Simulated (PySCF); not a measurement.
Co(II): linear complexes compared

All values are computed with PySCF: state-averaged CASSCF of the d shell with SC-NEVPT2, spin-free X2C, triple-zeta basis on the metal and double-zeta on the ligands, mean-field spin-orbit coupling; DFT geometries.

| complex | point group | M–L / Å | L–M–L / ° | solvent |
| --- | --- | --- | --- | --- |
| Co(OH)2 | C2h | 1.75 | 180 | none |
| Co(SH)2 | C2h | 2.17 | 180 | none |
| CoCl2 | D∞h | 2.09 | 180 | none |
| Co(NH2)2 | D2h | 1.82 | 180 | none |
| CoF2 | D∞h | 1.71 | 180 | none |
| Co(CH3)2 | D3d | 1.99 | 180 | none |

Question: What are the ground states and moments?

Answer: 
| complex | shell | ground state (NEVPT2) | total orbital splitting (CASSCF fit) / cm⁻¹ | μeff(300 K) / μB |
| --- | --- | --- | --- | --- |
| Co(OH)2 | d7 | 4Ag | 8604 | 6.22 |
| Co(SH)2 | d7 | 4Ag | 4595 | 6.00 |
| CoCl2 | d7 | 4Φg | 4897 | 6.41 |
| Co(NH2)2 | d7 | 4B2g | 8546 | 5.90 |
| CoF2 | d7 | 4Φg | 10052 | 6.36 |
| Co(CH3)2 | d7 | 4A2g | 4999 | 6.30 |

In Co(OH)2, Co(SH)2, CoCl2, Co(NH2)2, Co(CH3)2 the next state lies within 300 cm⁻¹ of the lowest, inside the method's error, so which of them is lowest is undecided.
